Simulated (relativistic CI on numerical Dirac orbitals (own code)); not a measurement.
**What each ingredient does to the levels of Ir⁷⁺**

Base calculation: Dirac-Coulomb-Breit CI, orbitals from a KLI potential per configuration, a model potential for QED, unscaled Slater integrals.

Configurations in the expansion (outside the closed core [Kr] 4d10 4f14): 5s2.5p6.5d2, 5s2.5p6.5d.6s, 5s2.5p6.6s2, 5s2.5p6.5d.5f, 5s2.5p6.5d.6p, 5s2.5p5.5d3, 5s2.5p6.6s.6p, 5s2.5p6.5d.5g, 5s2.5p6.5f2, 5s2.5p6.5f.6s, 5s2.5p6.6p2, 5s2.5p6.5d.6d, 5s2.5p6.5d.7s, 5s2.5p6.5f.6p, 5s.5p6.5d3. Double excitations out of closed p, d and f shells are left out; levels of such configurations are missing from the list, as are those of other unlisted configurations, and high levels can miss mixing partners.

The lowest level and the first level of each name with at least 55 % of one term (blank where a level has no safe partner in the second run):

| Level | Base (cm⁻¹) | Shift (cm⁻¹) |
| --- | --- | --- |
| 5s2.5p6.5d2 3F_2 | 0 | 0 |
| 5s2.5p6.5d2 3F_3 | 11899 | -11899 |
| 5s2.5p6.5d2 3P_0 | 18670 | -5148 |
| 5s2.5p6.5d2 3F_4 | 21063 | -21063 |
| 5s2.5p6.5d2 3P_1 | 25746 | -12223 |
| 5s2.5p6.5d2 1G_4 | 37254 | -16989 |
| 5s2.5p6.5d2 3P_2 | 38631 | -25108 |
| 5s2.5p6.5d2 1S_0 | 68108 | -18265 |
| 5s2.5p6.5d.6s 3D_1 | 171620 | +51365 |
| 5s2.5p6.5d.6s 3D_2 | 173936 | +49049 |
| 5s2.5p6.5d.6s 3D_3 | 186402 | +36583 |
| 5s2.5p6.5d.6s 1D_2 | 192987 | +36015 |
| 5s2.5p6.5d.6p 3F°_2 | 258794 |  |
| 5s2.5p6.5d.6p 3D°_1 | 263754 | +35425 |
| 5s2.5p6.5d.6p 3F°_3 | 277086 |  |
| 5s2.5p6.5d.6p 3P°_1 | 293614 | +15591 |
| 5s2.5p6.5d.6p 3P°_0 | 296278 | +12927 |
| 5s2.5p6.5d.6p 3F°_4 | 304129 | -2144 |
| 5s2.5p6.5d.6p 3P°_2 | 306018 | +3187 |
| 5s2.5p6.5d.6p 1P°_1 | 314310 | +745 |
| 5s2.5p6.6s2 1S_0 | 355076 |  |
| 5s2.5p6.5d.5f 1G°_4 | 376846 | -10159 |

At this charge configurations can still be misplaced by up to about 7 % of their energy. Terms inside the open d or f shell come out 10 to 20 % too wide with unscaled integrals. Levels and lines within the n = 5 or 6 shells can be off by up to 10 % or somewhat more, and those that change n by about 2 %, since core polarisation is missing. 11 of the 12 excited levels that our extract of the measured tables holds in this range could be paired (the sources list more); they are missed by 1503 cm⁻¹ on average and 3086 at most, and levels without a partner can miss by more. Some levels of the ground configuration have no partner and can miss by 10 % or more. Levels that differ in their count of f electrons can be misplaced by several ten thousand cm⁻¹, since the correlation energy of f electrons is missing or only estimated; rates across such gaps can be off by orders of magnitude.

Problem. One thing was changed in a second run, which moved the levels as shown. Which?
A. Breit term removed
B. configuration mixing switched off
C. only the first 3 configurations
D. non-relativistic limit
E. QED terms removed

Solution. D. Non-relativistic limit. Without relativity the fine structure collapses and s electrons lose their extra binding.

LS names give the leading component of a level, which can be under half, so a name can repeat, a term be missing and a line seem to break the LS rules.
